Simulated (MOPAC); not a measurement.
MOPAC input (PM3):

```
PM3 FORCE THERMO(298,298) PRECISE LET GEO-OK AUX(PRECISION=9) THREADS=1
BiF3

Bi    0.00052401 1   -0.00194136 1    0.29567144 1
F    -1.31229708 1   -0.98472145 1   -0.83073570 1
F    -0.20354621 1    1.63568271 1   -0.81549594 1
F     1.51144887 1   -0.63468024 1   -0.83344133 1
```

Output:

```
 *******************************************************************************
 **                                                                           **
 **                              MOPAC v23.2.5                                **
 **                                                                           **
 *******************************************************************************
 ** MOPAC's Digital Object Identifier: https://doi.org/10.5281/zenodo.6511958 **
 **                                                                           **
 ** Please cite the open-source release paper for use of this MOPAC version:  **
 ** J. E. Moussa and J. J. P. Stewart (2026)                                  **
 ** MOPAC: An open-source semiempirical molecular orbital program             **
 ** J. Open Source Softw., 11(119), 8025, https://doi.org/10.21105/joss.08025 **
 *******************************************************************************

                              PM3 CALCULATION RESULTS

 *******************************************************************************
 *  PM3        - The PM3 Hamiltonian to be used
 *  GEO-OK     - OVERRIDE INTERATOMIC DISTANCE AND OTHER SAFETY CHECKS
 *  LET        - OVERRIDE SOME SAFETY CHECKS
 *  PRECISE    - TIGHTER CRITERIA TO BE USED
 *  FORCE      - FORCE CALCULATION SPECIFIED
 *  AUX        - OUTPUT AUXILIARY INFORMATION
 *  THERMO     - THERMODYNAMIC QUANTITIES TO BE CALCULATED
 *******************************************************************************
PM3 FORCE THERMO(298,298) PRECISE LET GEO-OK AUX(PRECISION=9) THREADS=1
 BiF3

   ATOM   CHEMICAL          X               Y               Z
  NUMBER   SYMBOL      (ANGSTROMS)     (ANGSTROMS)     (ANGSTROMS)

     1      Bi          0.00052401  *  -0.00194136  *   0.29567144  *
     2       F         -1.31229708  *  -0.98472145  *  -0.83073570  *
     3       F         -0.20354621  *   1.63568271  *  -0.81549594  *
     4       F          1.51144887  *  -0.63468024  *  -0.83344133  *

          CARTESIAN COORDINATES

    NO.       ATOM           X           Y           Z

     1        Bi          0.0005     -0.0019      0.2957
     2         F         -1.3123     -0.9847     -0.8307
     3         F         -0.2035      1.6357     -0.8155
     4         F          1.5114     -0.6347     -0.8334

  F: (PM3): J. J. P. STEWART, J. COMP. CHEM. 10, 209 (1989).
 Bi: (PM3): J. J. P. STEWART, J. COMP. CHEM. 12, 320-341 (1991).

           Empirical Formula: Bi F3  =     4 atoms

      MOLECULAR POINT GROUP   :   C3v

      RHF CALCULATION, NO. OF DOUBLY OCCUPIED LEVELS = 13

          HEAT OF FORMATION =     -83.528058 KCALS/MOLE

          CARTESIAN COORDINATE DERIVATIVES

   NUMBER  ATOM         X            Y            Z

     1      Bi     -0.009513    -0.009933    -0.009820
     2       F      0.018674    -0.004156    -0.004255
     3       F     -0.004583     0.018770    -0.004254
     4       F     -0.004577    -0.004681     0.018329

 DIPOLE           X         Y         Z       TOTAL
 POINT-CHG.    -3.277    -3.353    -3.431     5.810
 HYBRID        -0.263    -0.269    -0.275     0.466
 SUM           -3.540    -3.622    -3.707     6.276

          GRADIENT NORM =   0.03795

          MOLECULAR WEIGHT =  265.98

          ROTATIONAL CONSTANTS IN CM(-1)

          A =    0.12645716   B =    0.12645714   C =    0.10959855

           PRINCIPAL MOMENTS OF INERTIA IN UNITS OF 10**(-40)*GRAM-CM**2

          A =      221.3615   B =      221.3616   C =      255.4117

          ORIENTATION OF MOLECULE IN FORCE CALCULATION

    NO.       ATOM         X         Y         Z

     1         Bi      -0.1357   -0.1388   -0.1420
     2          F       1.8539   -0.1388   -0.1420
     3          F      -0.1808    1.8502   -0.1420
     4          F      -0.1808   -0.1850    1.8464

    FIRST DERIVATIVES WILL BE USED IN THE CALCULATION OF SECOND DERIVATIVES

    FOR POINT-GROUP C3v  THERE ARE   6 UNIQUE SYMMETRY FUNCTIONS.


(To convert to Hartree/Bohr^2, multiply by (10^(-21) x N x a0^2)/(4.184 x 627.51) =  0.0642)

           FORCE MATRIX IN MILLIDYNES/ANGSTROM

                 Bi  1       F  2       F  3       F  4
 ------------------------------------------------------
    Bi    1   8.076088
     F    2   4.412041   4.519152
     F    3   4.411905   0.216716   4.519152
     F    4   4.411980   0.216717   0.216716   4.519152

          HEAT OF FORMATION =     -83.528058 KCALS/MOLE

          ZERO POINT ENERGY       3.625 KCAL/MOL

           NORMAL COORDINATE ANALYSIS (Total motion = 1 Angstrom)

   Root No.       1         2         3         4         5         6

                 1 E       1 E       1 A1      2 E       2 E       2 A1

                 179.7     179.7     190.1     655.3     655.3     675.4

           1   -0.0073    0.0278   -0.0370   -0.0436    0.0117   -0.0265
           2   -0.0206   -0.0196   -0.0378    0.0310    0.0322   -0.0272
           3    0.0271   -0.0074   -0.0387    0.0114   -0.0426   -0.0278
           4   -0.0060    0.0227   -0.0278    0.4726   -0.1269    0.3175
           5    0.3192   -0.0799    0.2168   -0.0009    0.0037   -0.0056
           6   -0.2307   -0.2291    0.2219   -0.0027   -0.0027   -0.0057
           7    0.3160   -0.0921    0.2174    0.0068    0.0115   -0.0128
           8   -0.0095   -0.0186   -0.0229   -0.3461   -0.3456    0.3173
           9   -0.0831    0.3143    0.2219    0.0036   -0.0010   -0.0057
          10   -0.2292   -0.2363    0.2174    0.0001   -0.0134   -0.0128
          11   -0.0835    0.3145    0.2224    0.0066   -0.0120   -0.0131
          12    0.0155   -0.0042   -0.0177   -0.1263    0.4723    0.3171

           MASS-WEIGHTED COORDINATE ANALYSIS (NORMAL COORDINATES)

   Root No.       1         2         3         4         5         6

                 1 E       1 E       1 A1      2 E       2 E       2 A1

                 179.7     179.7     190.1     655.3     655.3     675.4

           1   -0.0437    0.1588   -0.2109   -0.2310    0.0616   -0.1539
           2   -0.1167   -0.1137   -0.2158    0.1636    0.1707   -0.1575
           3    0.1558   -0.0406   -0.2209    0.0608   -0.2256   -0.1612
           4   -0.0108    0.0391   -0.0478    0.7551   -0.2013    0.5553
           5    0.5528   -0.1325    0.3727   -0.0015    0.0059   -0.0098
           6   -0.3945   -0.3998    0.3815   -0.0042   -0.0043   -0.0100
           7    0.5476   -0.1537    0.3737    0.0108    0.0184   -0.0224
           8   -0.0160   -0.0323   -0.0393   -0.5517   -0.5530    0.5549
           9   -0.1490    0.5415    0.3815    0.0058   -0.0015   -0.0100
          10   -0.3919   -0.4121    0.3737    0.0002   -0.0214   -0.0224
          11   -0.1496    0.5418    0.3823    0.0105   -0.0191   -0.0229
          12    0.0269   -0.0070   -0.0305   -0.2031    0.7540    0.5545

          DESCRIPTION OF VIBRATIONS

 VIBRATION          2    1E          ATOM PAIR     ENERGY CONTRIBUTION    RADIAL
 FREQUENCY           179.73         Bi1 -- F 4         +47.5% ( 54.6%)      0.1%
 TRANSITION DIPOLE   0.7755         Bi1 -- F 3         +33.1% ( 45.6%)      1.8%
 TRAVEL (Ang.)       0.2325         Bi1 -- F 2         +19.4% ( 34.9%)     10.0%
 REDUCED MASS        6.9390
 EFFECTIVE MASS     27.1818
 FORCE CONSTANT      0.1321

 VIBRATION          3    1A1         ATOM PAIR     ENERGY CONTRIBUTION    RADIAL
 FREQUENCY           190.11         Bi1 -- F 4         +33.3% ( 54.7%)      3.6%
 TRANSITION DIPOLE   1.6436         Bi1 -- F 2         +33.3% ( 54.7%)      3.6%
 TRAVEL (Ang.)       0.2011         Bi1 -- F 3         +33.3% ( 54.7%)      3.6%
 REDUCED MASS        8.7718
 EFFECTIVE MASS     46.6983
 FORCE CONSTANT      0.1868

 VIBRATION          5    2E          ATOM PAIR     ENERGY CONTRIBUTION    RADIAL
 FREQUENCY           655.25         Bi1 -- F 4         +61.6% ( 79.8%)     96.9%
 TRANSITION DIPOLE   2.1823         Bi1 -- F 3         +33.4% ( 58.8%)     90.7%
 TRAVEL (Ang.)       0.1044         Bi1 -- F 2          +5.0% ( 22.8%)     47.6%
 REDUCED MASS        9.4410
 EFFECTIVE MASS     27.1208
 FORCE CONSTANT      2.3883

 VIBRATION          6    2A1         ATOM PAIR     ENERGY CONTRIBUTION    RADIAL
 FREQUENCY           675.40         Bi1 -- F 4         +33.3% ( 57.0%)     91.8%
 TRANSITION DIPOLE   1.3461         Bi1 -- F 3         +33.3% ( 57.0%)     91.8%
 TRAVEL (Ang.)       0.1231         Bi1 -- F 2         +33.3% ( 57.0%)     91.8%
 REDUCED MASS        6.5834
 EFFECTIVE MASS     26.2015
 FORCE CONSTANT      1.7694

      SYMMETRY NUMBER FOR POINT-GROUP C3v =  3

          SYSTEM IS A GROUND STATE

 BiF3

          MOLECULE IS NOT LINEAR

          THERE ARE  6 GENUINE VIBRATIONS IN THIS SYSTEM
          THIS THERMODYNAMICS CALCULATION IS LIMITED TO
          MOLECULES WHICH HAVE NO INTERNAL ROTATIONS

                    CALCULATED THERMODYNAMIC PROPERTIES
                                          *
   TEMP. (K)   PARTITION FUNCTION   H.O.F.    ENTHALPY  HEAT CAPACITY ENTROPY
                                   KCAL/MOL   CAL/MOLE    CAL/K/MOL  CAL/K/MOL

 298.00  VIB.     0.5609D+01                  1347.7189     8.2971     7.9492
         ROT.     0.4207D+05                   888.2803     2.9808    24.1386
         INT.     0.2360D+06                  2235.9992    11.2779    32.0878
         TRA.     0.4194D+28                  1480.4672     4.9680    42.6317
         TOT.                      -83.528    3716.4664    16.2459    74.7195

   *: NOTE: HEATS OF FORMATION ARE RELATIVE TO THE
            ELEMENTS IN THEIR STANDARD STATE AT 298K
              (=  Standard Enthalpy of Formation).

            Hvib:  Zero-point energy is not included.
                   frequencies of less than zero cm-1 are not included.
            Hrot = (3/2)RT
            Htra = (3/2)RT + pV = (5/2)RT

            Heat capacity is Cp, not Cv

          For more information, see: HTTP://OpenMOPAC.net/Manual/thermochemistry.html

           FORCE CONSTANT IN CARTESIAN COORDINATES (Millidynes/A)

    ATOM   CHEMICAL       X               Y               Z
   NUMBER   SYMBOL  FORCE CONSTANT  FORCE CONSTANT  FORCE CONSTANT

      1      Bi        4.658692        4.661846        4.665225
      2       F        4.510799        0.173661        0.173580
      3       F        0.178168        4.506293        0.173580
      4       F        0.178168        0.178298        4.501575

 **********************
 *                    *
 * JOB ENDED NORMALLY *
 *                    *
 **********************

 == MOPAC DONE ==
```
